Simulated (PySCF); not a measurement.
# GaAs⁻: from constants to spectrum

ROHF-CCSD(T) constants of GaAs⁻, ²Σ⁺ (doublet), unpaired electrons σ ↑ (PySCF, no relativity, basis sets Ga def2-TZVPPD, As def2-TZVPPD; masses 68.9256 and 74.9216 u):

* ωe: 329.2 cm⁻¹
* ωexe: 0.931 cm⁻¹
* Be: 0.094255 cm⁻¹
* αe: 0.000362 cm⁻¹
* D (centrifugal): 3.09e-08 cm⁻¹

Give the vibrational terms G(v) and spacings up to v = 6.

G(v) = ωe(v+½) − ωexe(v+½)².

| v | G(v) (cm⁻¹) | G(v) − G(v−1) | Bv (cm⁻¹) |
| --- | --- | --- | --- |
| 0 | 164.4 |  | 0.09407 |
| 1 | 491.7 | 327.3 | 0.09371 |
| 2 | 817.2 | 325.5 | 0.09335 |
| 3 | 1140.8 | 323.6 | 0.09299 |
| 4 | 1462.5 | 321.8 | 0.09263 |
| 5 | 1782.4 | 319.9 | 0.09226 |
| 6 | 2100.5 | 318.0 | 0.09190 |

Correlated steps freeze 18 core orbitals. Spin–orbit coupling is left out. The state was picked by a PBE0 search and need not be the measured ground state.
